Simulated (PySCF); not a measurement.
PySCF job for C3H9ClOSi, SMILES OCCC[SiH2]Cl, PBE-D3(BJ)/def2-SVP. Geometry optimised at PBE-D3(BJ)/def2-SVP. This is a generated structure with no PubChem entry under its InChIKey; it may be hypothetical. One conformer was computed; it need not be the lowest.

```python
import numpy as np
from pyscf import gto, scf, dft, df
from pyscf.hessian import thermo

mol = gto.M(
    atom='''
    O    -2.81488977   -0.60529507    0.77576559
    C    -2.32307434   -0.97889726   -0.49971113
    C    -1.57318424    0.15309550   -1.21312693
    C    -0.43222376    0.75564744   -0.37692594
    Si    1.06126490   -0.37199291   -0.12094907
    Cl    2.58178871    0.73701382    0.78967159
    H    -3.46190685    0.11113891    0.63622050
    H    -3.13386698   -1.36236722   -1.16680629
    H    -1.63909162   -1.83598778   -0.31618714
    H    -2.30392861    0.95458190   -1.46955969
    H    -1.19749823   -0.22711358   -2.18927590
    H    -0.81910742    1.03378676    0.62644217
    H    -0.04720904    1.68725143   -0.84293356
    H     1.57757963   -0.87241964   -1.44267232
    H     0.76692439   -1.54691842    0.76610170
    ''',
    basis='def2-SVP',
    charge=0,
    spin=0,
    max_memory=1600,
    verbose=3,
)
mf = dft.RKS(mol, xc='pbe').density_fit(auxbasis='def2-universal-jkfit')
mf.disp = 'd3bj'
mf.grids.level = 3
mf.conv_tol = 1e-11
mf.max_cycle = 100
mf.kernel()

# [left out here: the lines that compute and print the analytic Hessian (its translational invariance restored by hand, since the grid's response is missing), thermochemistry and intensities]
```

Output:

```
converged SCF energy = -943.734764900909

WARN: DFTD3 does not support analytical Hessian, using finite difference


WARN: Mole.unit (angstrom) is changed to Bohr

Mode                                 0                   1                   2
Irrep
Freq [cm^-1]                       25.3451             51.8788            118.8930
Reduced mass [au]                   4.2932              4.8214              3.8183
Force const [Dyne/A]                0.0016              0.0076              0.0318
Char temp [K]                      36.4659             74.6420            171.0606
Normal mode                   x     y     z       x     y     z       x     y     z
       0   O                -0.02  0.07  0.04    0.16 -0.01  0.06   -0.02  0.00 -0.01
       1   C                -0.02 -0.01  0.06    0.03  0.01  0.00    0.07 -0.06  0.04
       2   C                -0.01 -0.05  0.00   -0.02  0.02 -0.04    0.00 -0.04 -0.01
       3   C                 0.01 -0.03 -0.03    0.01  0.04 -0.10   -0.05  0.09 -0.03
       4  Si                 0.06  0.02 -0.11   -0.04 -0.01 -0.01   -0.05  0.09 -0.00
       5  Cl                -0.03 -0.01  0.06   -0.05 -0.02  0.03    0.04 -0.06  0.01
       6   H                -0.02  0.06 -0.01    0.15 -0.01  0.15   -0.08 -0.07 -0.10
       7   H                -0.02 -0.04  0.08   -0.04  0.04  0.07    0.14 -0.18  0.03
       8   H                -0.03 -0.00  0.11    0.03 -0.00 -0.09    0.14  0.02  0.14
       9   H                 0.00 -0.06 -0.03   -0.04  0.02 -0.01   -0.05 -0.11 -0.08
      10   H                -0.02 -0.10  0.01   -0.07  0.02 -0.06    0.05 -0.08  0.02
      11   H                 0.03 -0.06 -0.01    0.04  0.12 -0.12   -0.08  0.12 -0.05
      12   H                -0.04 -0.01 -0.02    0.04 -0.01 -0.18   -0.09  0.07 -0.08
      13   H                 0.12  0.19 -0.15    0.01 -0.07  0.04   -0.09  0.08 -0.01
      14   H                 0.09 -0.10 -0.25   -0.11  0.04  0.02   -0.11  0.09 -0.02
[...]
Force const [Dyne/A]                1.5165              1.3162              1.2509
Char temp [K]                    1893.6868           1924.6072           1958.7200
Normal mode                   x     y     z       x     y     z       x     y     z
       0   O                 0.01 -0.01  0.02    0.03 -0.02  0.03   -0.02  0.03 -0.02
       1   C                -0.06  0.01 -0.02   -0.09  0.02  0.06    0.00 -0.05  0.02
       2   C                 0.12  0.10  0.00   -0.02 -0.04 -0.02    0.04  0.02 -0.02
       3   C                -0.01 -0.03  0.02    0.02 -0.03 -0.00   -0.02 -0.05 -0.02
       4  Si                -0.00  0.00  0.00   -0.00 -0.00 -0.00   -0.00 -0.00 -0.00
       5  Cl                 0.00  0.00  0.00   -0.00  0.00 -0.00    0.00 -0.00 -0.00
       6   H                 0.05 -0.03 -0.26    0.08 -0.05 -0.42   -0.07  0.04  0.32
       7   H                -0.06 -0.14  0.07    0.30  0.16 -0.50   -0.04  0.04  0.03
       8   H                 0.02  0.10  0.08    0.11  0.18  0.05    0.23  0.03 -0.39
       9   H                -0.42 -0.39 -0.02   -0.05 -0.07 -0.05   -0.08 -0.05  0.14
      10   H                -0.30 -0.24 -0.03    0.14  0.24 -0.07   -0.02 -0.15  0.03
      11   H                 0.08 -0.01  0.04    0.00  0.21 -0.07    0.19  0.47 -0.08
      12   H                -0.15 -0.05 -0.13   -0.07  0.11  0.18   -0.13  0.22  0.40
      13   H                -0.00 -0.00  0.01    0.00  0.00  0.00    0.01  0.01  0.00
      14   H                 0.01 -0.01 -0.01    0.00  0.00  0.00   -0.00  0.01  0.01
Mode                                27                  28                  29
Irrep
Freq [cm^-1]                     1368.9605           1409.9286           1432.3099
Reduced mass [au]                   1.2225              1.0934              1.0898
Force const [Dyne/A]                1.3498              1.2806              1.3172
Char temp [K]                    1969.6294           2028.5733           2060.7750
Normal mode                   x     y     z       x     y     z       x     y     z
       0   O                -0.01  0.02 -0.02   -0.01  0.01 -0.01   -0.00  0.01  0.01
       1   C                -0.03 -0.07  0.08    0.01 -0.01  0.01   -0.01  0.07  0.04
       2   C                 0.02  0.02 -0.02    0.03 -0.02  0.07    0.01 -0.00  0.00
       3   C                 0.01  0.03  0.03   -0.00 -0.01  0.00    0.00 -0.00  0.00
       4  Si                -0.00  0.00  0.00   -0.00  0.00  0.00    0.00  0.00 -0.00
       5  Cl                -0.00  0.00 -0.00    0.00 -0.00 -0.00   -0.00 -0.00  0.00
       6   H                -0.05  0.03  0.24   -0.03  0.01  0.12    0.00  0.01 -0.01
       7   H                 0.09  0.20 -0.24   -0.06  0.05  0.07    0.35 -0.56 -0.07
       8   H                 0.34  0.13 -0.41    0.08  0.02 -0.07   -0.33 -0.33 -0.49
       9   H                -0.09 -0.06  0.02    0.13 -0.13 -0.63   -0.03 -0.05 -0.04
      10   H                 0.04 -0.00 -0.01   -0.42  0.42 -0.29    0.00  0.07 -0.02
      11   H                -0.11 -0.36  0.08    0.02  0.05 -0.01   -0.02 -0.03 -0.00
      12   H                 0.03 -0.18 -0.38   -0.01  0.01  0.05    0.01 -0.02 -0.02
      13   H                -0.01 -0.00 -0.00   -0.00 -0.00  0.01    0.00 -0.01  0.00
      14   H                 0.00 -0.01 -0.00    0.00 -0.00 -0.00    0.00  0.00 -0.01
Mode                                30                  31                  32
Irrep
Freq [cm^-1]                     2159.9288           2178.5991           2908.6525
Reduced mass [au]                   1.0366              1.0458              1.0705
Force const [Dyne/A]                2.8495              2.9245              5.3359
Char temp [K]                    3107.6566           3134.5191           4184.9033
Normal mode                   x     y     z       x     y     z       x     y     z
       0   O                 0.00 -0.00 -0.00   -0.00 -0.00  0.00    0.00 -0.00 -0.00
       1   C                -0.00 -0.00 -0.00    0.00  0.00 -0.00   -0.05 -0.04 -0.04
       2   C                 0.00  0.00  0.00   -0.00  0.00  0.00    0.00 -0.00  0.01
       3   C                 0.00 -0.00  0.00    0.00 -0.00 -0.00    0.00  0.00 -0.00
       4  Si                -0.01  0.02  0.03    0.01  0.02 -0.03    0.00 -0.00  0.00
       5  Cl                 0.00  0.00  0.00    0.00  0.00  0.00   -0.00  0.00 -0.00
       6   H                 0.00  0.00 -0.00    0.00  0.00 -0.00    0.01  0.00 -0.00
       7   H                 0.00 -0.00  0.00    0.00 -0.00  0.00    0.68  0.30  0.54
       8   H                -0.00  0.00  0.00   -0.00  0.00 -0.00   -0.16  0.18 -0.05
       9   H                -0.00 -0.00 -0.00   -0.00 -0.00  0.00   -0.07  0.08 -0.02
      10   H                -0.01  0.00  0.00    0.00 -0.00  0.00    0.03 -0.04 -0.09
      11   H                -0.01  0.01  0.00    0.00 -0.00 -0.00   -0.00  0.00  0.01
      12   H                -0.00 -0.00  0.00   -0.00  0.01 -0.00   -0.00 -0.00  0.00
      13   H                 0.34 -0.31 -0.84   -0.07  0.07  0.16   -0.00  0.00  0.00
      14   H                -0.05 -0.15  0.13   -0.18 -0.75  0.57    0.00  0.00  0.00
Mode                                33                  34                  35
Irrep
Freq [cm^-1]                     2943.2870           2983.8760           2991.3389
Reduced mass [au]                   1.0653              1.0676              1.0899
Force const [Dyne/A]                5.4375              5.6005              5.7459
Char temp [K]                    4234.7347           4293.1331           4303.8707
Normal mode                   x     y     z       x     y     z       x     y     z
       0   O                -0.00 -0.00  0.00   -0.00 -0.00  0.00   -0.00  0.00 -0.00
       1   C                -0.00  0.01  0.00   -0.01  0.01 -0.01    0.03 -0.03  0.02
       2   C                 0.03 -0.04  0.05    0.02 -0.02 -0.03   -0.03  0.03  0.04
       3   C                 0.00  0.01 -0.00   -0.00  0.05  0.03    0.00  0.03  0.01
       4  Si                -0.00  0.00 -0.00    0.00  0.00  0.00    0.00 -0.00  0.00
       5  Cl                 0.00 -0.00  0.00   -0.00 -0.00 -0.00   -0.00 -0.00 -0.00
       6   H                -0.01  0.00  0.00   -0.00  0.00 -0.00    0.01 -0.01  0.00
       7   H                -0.08 -0.04 -0.06    0.05  0.03  0.04   -0.11 -0.06 -0.08
       8   H                 0.10 -0.12  0.03    0.09 -0.11  0.02   -0.30  0.37 -0.08
       9   H                -0.55  0.60 -0.18   -0.07  0.08 -0.03    0.19 -0.21  0.07
      10   H                 0.16 -0.16 -0.38   -0.14  0.14  0.36    0.21 -0.21 -0.53
      11   H                 0.01 -0.01 -0.03    0.22 -0.14 -0.56    0.10 -0.06 -0.25
      12   H                -0.03 -0.07  0.04   -0.20 -0.49  0.26   -0.12 -0.29  0.15
      13   H                 0.00 -0.00 -0.00    0.00 -0.00 -0.00    0.00 -0.00 -0.00
      14   H                 0.00 -0.00  0.00   -0.00 -0.00  0.00    0.00  0.00  0.00
Mode                                36                  37                  38
Irrep
Freq [cm^-1]                     3005.1719           3043.9581           3692.0122
Reduced mass [au]                   1.0980              1.1028              1.0662
Force const [Dyne/A]                5.8422              6.0207              8.5624
Char temp [K]                    4323.7732           4379.5780           5311.9836
Normal mode                   x     y     z       x     y     z       x     y     z
       0   O                -0.00  0.00 -0.00   -0.00 -0.00 -0.00   -0.04  0.04 -0.01
       1   C                 0.05 -0.04  0.02   -0.00  0.00  0.00   -0.00  0.00 -0.00
       2   C                 0.03 -0.03 -0.02   -0.00  0.00  0.01    0.00 -0.00 -0.00
       3   C                -0.00 -0.01  0.00   -0.04 -0.03  0.07   -0.00 -0.00 -0.00
       4  Si                -0.00 -0.00 -0.00   -0.00 -0.00  0.00   -0.00  0.00 -0.00
       5  Cl                 0.00  0.00  0.00    0.00  0.00 -0.00    0.00  0.00  0.00
       6   H                 0.00 -0.01  0.01    0.00 -0.00 -0.00    0.65 -0.71  0.13
       7   H                -0.13 -0.07 -0.10    0.00  0.00  0.00    0.00 -0.00 -0.00
       8   H                -0.47  0.58 -0.13    0.01 -0.01  0.00    0.01 -0.01  0.01
       9   H                -0.22  0.25 -0.08    0.00 -0.00  0.00   -0.00  0.00  0.00
      10   H                -0.14  0.13  0.36    0.03 -0.03 -0.07    0.00  0.00 -0.00
      11   H                -0.01  0.01  0.04    0.24 -0.18 -0.61   -0.00 -0.00  0.00
      12   H                 0.04  0.09 -0.05    0.22  0.56 -0.27    0.00  0.00 -0.00
      13   H                -0.00  0.00  0.00    0.00 -0.00 -0.00    0.00 -0.00  0.00
      14   H                 0.00  0.00 -0.00   -0.00  0.00 -0.00   -0.00 -0.00  0.00
temperature 298.1500 [K]
pressure 101325.00 [Pa]
Rotational constants [GHz] 5.46943 0.84419 0.82176
Symmetry number 1
Zero-point energy (ZPE) 0.11453 [Eh]   300701.172 [J/mol]
                           tot       elec      trans        rot        vib
Entropy [J/mol/K]       393.777      0.000    168.927    120.619    104.232
Cv [J/mol/K]            124.872      0.000     12.472     12.472     99.929
Cp [J/mol/K]            133.187      0.000     20.786     12.472     99.929
Internal energy [J/mol]                      3718.434   3718.434 315902.241
Internal energy [Eh]   -943.61161  -943.73476
Enthalpy [J/mol]                             6197.391   3718.434 315902.241
Enthalpy [Eh]          -943.61067
Gibbs free energy [J/mol]                  -44168.189 -32243.983 284825.504
Gibbs free energy [Eh] -943.65538
mode   freq/cm-1   IR/(km/mol)
   1       25.35         0.862
   2       51.88         0.476
   3      118.89         0.489
   4      194.66         3.817
   5      204.33         1.019
   6      322.67       112.052
   7      344.77        25.935
   8      466.90         9.537
   9      501.00         1.761
  10      539.19        70.330
  11      648.85        21.711
  12      669.03        19.485
  13      752.81        10.967
  14      835.00       209.450
  15      863.35        18.663
  16      880.50        39.389
  17      922.88        84.580
  18      980.85        33.444
  19     1022.89        12.748
  20     1082.81         3.884
  21     1098.72        85.668
  22     1132.45         4.163
  23     1219.74        11.124
  24     1260.55         0.944
  25     1316.18        13.921
  26     1337.67         1.727
  27     1361.38        22.273
  28     1368.96        24.116
  29     1409.93         3.020
  30     1432.31         3.416
  31     2159.93        93.227
  32     2178.60        93.996
  33     2908.65        64.178
  34     2943.29        40.125
  35     2983.88         5.093
  36     2991.34        14.910
  37     3005.17        42.978
  38     3043.96         1.931
  39     3692.01        19.277
max |gradient| / (hartree/bohr): 5.942277171156538e-05
APT charges: [-0.5577  0.481   0.0777 -0.2923  1.2838 -0.5167  0.2414 -0.0886 -0.0268
 -0.0715 -0.0237  0.025  -0.0038 -0.2666 -0.2613]
```

The calculation finished and met its thresholds.

Cost: roughly 5 core-minutes.
